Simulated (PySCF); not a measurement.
# Static response to an electric field

C7H7Cl.
Cartesian coordinates in Å at the GFN2-xTB level; atoms count from 1:
```
atom  x, y, z in Å
Cl1    1.310   -1.553   -1.772
C2     0.029   -0.515   -1.128
C3    -0.537   -0.968    0.231
C4     0.689   -0.739    1.100
C5     1.316    0.327    0.629
C6     0.521    0.832   -0.565
C7    -0.815    1.300   -0.008
C8    -1.443    0.231    0.465
H9    -0.725   -0.418   -1.911
H10   -0.998   -1.948    0.287
H11    0.935   -1.351    1.946
H12    2.204    0.808    0.992
H13    1.033    1.508   -1.241
H14   -1.128    2.326   -0.001
H15   -2.396    0.169    0.953
```

Level: CAM-B3LYP/def2-SVPD (PySCF), static field, nuclei fixed, core orbitals frozen in the response. The polarisability tensor in these axes (au):

```
x   84.22 -2.89 -6.33
y   -2.89 86.34  1.30
z   -6.33  1.30 78.59
```

Diagonalise the tensor; give its mean and Δα, where Δα² is half the sum of the squared differences of the eigenvalues.

Principal values 74.46, 84.07 and 90.63 au; mean 83.05 au = 12.31 Å³ = 13.69 × 10⁻⁴⁰ C²·m²/J; Δα = 14.09 au (17 % of the mean).

What is the dipole moment, and where does it point?

(-1.34, 1.27, 1.09) D, 2.15 D in size, pointing from the negative to the positive side. Measured along this direction, the outermost atoms are Cl1 at the negative end and H14 and H15 at the positive end.

Rayleigh depolarisation ratio (linearly polarised light, static tensor)?

ρ = 3Δα²/(45ᾱ² + 4Δα²) = 595.8/(310396 + 794.3) = 0.00191.

Give the eigenvalues of the traceless quadrupole moment Θ = ½Σq(3rr − r²1), origin at the centre of nuclear charge.

-7.11, 1.04, 6.07 D·Å. The values depend on the origin, since the dipole doesn't vanish. The electronic extent ⟨r²⟩ about the same centre is 909 bohr², a root-mean-square distance of 1.96 Å for the 66 electrons.

Find the Langevin capture rate constant for O2+ (31.990 u) meeting this molecule (126.024 u), k = 2.342 × 10⁻⁹ cm³/s × √(α in Å³ / reduced mass in u).

The reduced mass is 25.51 u, so k = 1.63 × 10⁻⁹ cm³/s. The formula leaves out the permanent dipole, which adds to the capture rate.

Refractivity n − 1 of an ideal gas of it at 400 K and 1 atm, from the electronic α?

N = p/kT = 1.8347 × 10¹⁹ cm⁻³, so n − 1 = 2π × N × 12.31 × 10⁻²⁴ cm³ = 1419 × 10⁻⁶ at long wavelengths.

Orientational against electronic polarisability at 250 K (dilute gas, rigid molecules)?

In Gaussian units μ²/3kT = 44.49 Å³ against 12.31 Å³, a ratio of 3.61; the Debye molar polarisation (4π/3)N_A(α + μ²/3kT) is 143.3 cm³/mol, leaving out the vibrational part.

Isolated species at its GFN2-xTB geometry, gas phase.
